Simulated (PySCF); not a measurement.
From one molecule to another.

First species: C3H6O2S2Si2.
SMILES: `O=C=C(C=O)S[SiH2]S[SiH3]`

Second species: C₇H₁₅ClSi.
InChI=1S/C7H15ClSi/c1-7(8,9)5-6-3-2-4-6/h6H,2-5H2,1,9H3/t7-/m1/s1

Levels: PBE0/pcSseg-1 for dipole moment, HOMO energy, LUMO energy and HOMO–LUMO gap; GFN2-xTB for rotational constant A and rotational constant C. Geometries: GFN2-xTB. Each structure is a single optimised conformer of the isolated species, non-relativistic unless stated. Electronic properties by PySCF.

The conformers computed, where there is a choice (atom-mapped SMILES and torsion angles):
- `[O:1]=[C:2]=[C:3]([CH:4]=[O:5])[S:6][SiH2:7][S:8][SiH3:9]`: C2–C3–C4–O5 -177°, C2–C3–S6–Si7 164°, C3–S6–Si7–S8 -63°, S6–Si7–S8–Si9 -157°
- `[CH3:1][C@:2]([SiH3:3])([Cl:4])[CH2:5][CH:6]1[CH2:7][CH2:8][CH2:9]1`: C1–C2–C5–C6 179°, C2–C5–C6–C7 -170°

```
             property   column X   column Y
        dipole moment     2.34 D     1.89 D
          HOMO energy   -6.89 eV   -7.87 eV
          LUMO energy   -2.70 eV    0.43 eV
        HOMO–LUMO gap    4.19 eV    8.30 eV
rotational constant A  2.163 GHz  1.752 GHz
rotational constant C  0.404 GHz  0.642 GHz
```

Problem. Which column belongs to which species?

Solution. Column X is the first species and column Y the second. The first has 15 atoms and 100 electrons, the second 24 and 88.

Problem. How does each property change from the first species to the second?

Solution. dipole moment -0.45 D; HOMO energy -0.98 eV; LUMO energy +3.13 eV; HOMO–LUMO gap +4.11 eV; rotational constant A -0.411 GHz; rotational constant C +0.238 GHz.

On the first: In atomic units the dipole is 0.92 e·bohr (1 au = 2.5417 D). A dipole of 2.34 D is allowed in C1, and pure rotational transitions are dipole-allowed.

On the second: A dipole of 1.89 D is allowed in C1, and pure rotational transitions are dipole-allowed. The dipole matches unit charges of opposite sign 0.39 Å apart (1 e·Å = 4.8032 D).
